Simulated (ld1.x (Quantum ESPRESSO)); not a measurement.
## u(r) = r·R(r): atom against pseudo-atom (Co)

Columns: radius, all-electron u(r) and pseudo u(r) of the 3s shell (level -102.40 eV) of cobalt in the configuration [Ne] 3s2 3p6 3d7 4s2 4p0; PBE, scalar-relativistic, TM scheme, ld1.x (Quantum ESPRESSO) 7.5.

```
r (bohr)  all-electron  pseudo
   0.075       -0.0223  0.0830
   0.150       -0.6384  0.1794
   0.225       -0.5513  0.3037
   0.300       -0.0921  0.4691
   0.375        0.4191  0.6781
   0.450        0.8302  0.9088
   0.525        1.0993  1.1116
   0.600        1.2363  1.2367
   0.675        1.2706  1.2706
   0.750        1.2339  1.2339
   0.825        1.1532  1.1532
   0.900        1.0488  1.0488
   0.975        0.9349  0.9349
   1.050        0.8208  0.8208
   1.125        0.7122  0.7122
   1.200        0.6124  0.6124
   1.275        0.5226  0.5226
   1.350        0.4433  0.4433
   1.425        0.3741  0.3741
   1.500        0.3145  0.3145
   1.575        0.2635  0.2635
   1.650        0.2202  0.2202
   1.725        0.1835  0.1835
   1.800        0.1526  0.1526
   1.875        0.1266  0.1266
   1.950        0.1050  0.1050
```

Question: How many radial nodes do the two functions have?

Answer: The all-electron 3s function has n − l − 1 = 2 (the table is too coarse to show those close to the nucleus); the pseudo-wave has 0, since the states of the same l below it are removed with the core.

Question: At about which radius was the pseudo-wave matched?

Answer: 0.70 bohr. The columns agree to 0.0005 from 0.60 bohr on; several derivatives are matched, so the curves merge somewhat inside the radius.

Question: Is the pseudo-wave norm-conserving?

Answer: Yes: the TM scheme keeps the norm inside the radius equal to the all-electron one, which fixes the energy derivative of the logarithmic derivative at the level.
